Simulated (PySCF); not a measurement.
Bond stretch in AlH, singlet. Each curve is given relative to its own lowest point near equilibrium.

```tsv
R / Å	A	B	C	D
1.32	26.5	27.5	25.9	27.5
1.41	13.6	14.5	13.4	14.5
1.51	5.2	5.8	5.1	5.8
1.56	2.7	3.2	2.7	3.2
1.63	0.7	0.9	0.7	0.9
1.66	0.2	0.4	0.2	0.4
1.70	0.0	0.0	0.0	0.0
1.78	0.5	0.2	0.5	0.2
1.84	1.6	1.0	1.5	1.0
1.94	4.3	3.2	4.1	3.1
2.09	9.8	7.8	9.4	7.7
2.23	15.7	12.8	15.2	12.8
2.49	27.4	22.7	26.6	22.5
2.72	37.5	30.9	36.4	30.5
3.03	50.1	40.3	48.5	39.7
3.33	60.6	47.2	58.6	46.4
3.65	69.9	52.1	67.5	51.1
4.12	79.8	55.8	77.8	54.2
4.45	84.2	56.8	83.3	54.9
4.99	86.7	57.3	90.0	54.7
5.79	82.2	57.5	95.9	54.1
6.59	72.1	57.5	98.9	53.8
```

Energies in kcal/mol.

**Question.** Match the curves with the methods CCSD(T) on RHF/6-31G, 5 core orbitals frozen (PySCF); PySCF with restricted B3LYP/6-31G; MP2 on RHF/6-31G, 5 core orbitals frozen in PySCF; CCSD on UHF/6-31G, 5 core orbitals frozen (PySCF).

**Answer.** A is RMP2; B is UCCSD; C is RKS-B3LYP; D is RCCSD(T).

The unrestricted determinant behind UCCSD is spin-contaminated at 1.32 to 1.63, 2.49 to 6.59 Å (<S²> up to 1.0, against 0.00 for a pure singlet). The T1 diagnostic of CCSD on the restricted reference of RCCSD(T), RMP2 exceeds 0.045 at 3.03 to 6.59 Å. The restricted form behind RMP2, RKS-B3LYP keeps the bonding electrons paired and can't separate into open-shell fragments. At the longest distance RKS-B3LYP leaves fractional charges on the fragments, a sign of delocalisation error or of the restricted form.
